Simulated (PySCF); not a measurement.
Ga2H4, SMILES [GaH2][GaH2].

Geometry: PBE0-D3(BJ)/def2-TZVP.

All values below come from TDA-PBE/def2-SVPD run with PySCF 2.14.0.

Vertical excitations; the highest root listed may be one member of a degenerate set.  State labels are in the subgroup D2.

| state | symmetry | energy (eV) | λ (nm) | f | main pairs |
|---|---|---|---|---|---|
| S1 | B3 | 3.56 | 348 | 0.010 | HOMO→LUMO+1 (degenerate set) |
| S2 | B2 | 3.56 | 348 | 0.010 | HOMO→LUMO (degenerate set) |
| S3 | B1 | 4.64 | 267 | 0.000 | HOMO−1→LUMO 50 %, HOMO−2→LUMO+1 50 % |
| S4 | A | 4.72 | 263 | 0.000 | HOMO−1→LUMO+1 50 %, HOMO−2→LUMO 50 % |
| S5 | B1 | 4.74 | 262 | 0.037 | HOMO−2→LUMO+1 44 %, HOMO−1→LUMO 44 %, HOMO→LUMO+2 12 % |
| S6 | A | 4.74 | 262 | 0.000 | HOMO−2→LUMO 49 %, HOMO−1→LUMO+1 49 % |
| S7 | A | 6.05 | 205 | 0.000 | HOMO→LUMO+3 100 % |
| S8 | B1 | 6.21 | 200 | 0.790 | HOMO→LUMO+2 78 % |
| S9 | B1 | 6.65 | 187 | 0.084 | HOMO→LUMO+4 100 % |
| S10 | B3 | 6.94 | 179 | 0.035 | HOMO−2→LUMO+2 88 % |
| T1 | B2 | 2.95 | 421 | 0 | HOMO→LUMO (degenerate set) |
| T2 | B3 | 2.95 | 421 | 0 | HOMO→LUMO+1 (degenerate set) |
| T3 | A | 4.22 | 294 | 0 | HOMO−1→LUMO+1 50 %, HOMO−2→LUMO 50 % |
| T4 | B1 | 4.23 | 293 | 0 | HOMO−1→LUMO 50 %, HOMO−2→LUMO+1 50 % |
Triplets are in the Tamm–Dancoff approximation.
